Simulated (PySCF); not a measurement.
Species: ClGe₂H₇Si.
SMILES: `[SiH3][Ge@H]([Cl])[GeH3]`

Computed, not measured: PySCF, PBE0-D3(BJ)/def2-SVP geometry optimisation, gas phase.

Take the most abundant isotopes and a rigid rotor. 

(1) Give the principal moments of inertia and the rotational constants in GHz.

(2) What kind of rotor is it?

(3) Is it planar, by Δ = Ic − Ia − Ib?

(4) Give the coordinates in the principal-axis frame, origin at the centre of mass.

(5) Predict some low-J microwave lines.

Answers

(1) Ia = 260.57, Ib = 496.17, Ic = 673.76 u·Å²; 505379 MHz·u·Å²/I gives 1940, 1019 and 750.1 MHz, that is A = 1.9395, B = 1.0186, C = 0.7501 GHz.

(2) An asymmetric top. Ray's parameter κ = (2B − A − C)/(A − C) = -0.549; −1 is the prolate and +1 the oblate limit.

(3) Not planar: Δ = Ic − Ia − Ib = -82.97 u·Å². For a rigid frame Δ = −2 Σ m c², so Σ m c² = 41.48 u·Å² lies off the ab plane: 11.00 from hydrogen and 30.49 from heavier atoms. The atom farthest from that plane is 2.03 Å away.

(4) The sense of each axis is arbitrary; atoms in the order of the calculation.
| atom | mass (u) | a (Å) | b (Å) | c (Å) |
| --- | --- | --- | --- | --- |
| Si1 | 27.977 | -1.932 | -1.672 | -0.419 |
| Ge2 | 73.921 | -0.505 | -0.002 | 0.504 |
| Cl3 | 34.969 | -1.226 | 1.866 | -0.379 |
| Ge4 | 73.921 | 1.821 | -0.160 | -0.156 |
| H5 | 1.008 | -1.576 | -3.015 | 0.132 |
| H6 | 1.008 | -3.354 | -1.354 | -0.097 |
| H7 | 1.008 | -1.736 | -1.677 | -1.899 |
| H8 | 1.008 | -0.673 | 0.164 | 2.027 |
| H9 | 1.008 | 2.451 | -1.437 | 0.431 |
| H10 | 1.008 | 1.891 | -0.218 | -1.690 |
| H11 | 1.008 | 2.590 | 1.072 | 0.350 |

(5) The dipole components are |μa| = 0.74 D, |μb| = 1.82 D, |μc| = 0.60 D. The squared components, which scale the intensities, stand as 0.16 : 1.00 : 0.11 (a : b : c). Some lines, for components of 0.1 D or more:

```
type  branch         J(Ka,Kc)    MHz  lower level (cm⁻¹)
   c       Q  2(1,2) ← 2(0,2)    703               0.175
   b       Q  1(1,0) ← 1(0,1)   1189               0.059
   a       Q  4(1,3) ← 4(1,4)   2643               0.577
   b       Q  2(2,1) ← 2(1,2)   3568               0.199
   b       Q  4(3,1) ← 4(2,2)   4805               0.752
   c       Q  3(3,1) ← 3(2,1)   5063               0.503
   b       Q  3(3,1) ← 3(2,2)   5305               0.495
   b       Q  5(2,4) ← 5(1,5)   5310               0.844
   a       R  3(1,2) ← 2(1,1)   5673               0.226
   b       R  4(1,4) ← 3(0,3)   6915               0.346
   c       R  3(1,2) ← 2(0,2)   7182               0.175
   a       R  4(3,1) ← 3(3,0)   7196               0.672
   a       R  5(4,2) ← 4(4,1)   8955               1.154
   a       R  5(1,4) ← 4(1,3)   9228               0.665
   c       Q  5(5,1) ← 5(4,1)   9388               1.453
   c       R  5(3,3) ← 4(2,3)  14394               0.729
```

No PBE0-D3(BJ)/def2-SVP frequencies stand behind this structure, so it isn't proved a minimum. These are rigid-rotor constants of the computed structure; measured ground-state constants (B0) also hold zero-point vibration. A rigid rotor knows nothing of internal rotation, which can split or shift real lines. Quadrupole hyperfine structure (35Cl) is left out.
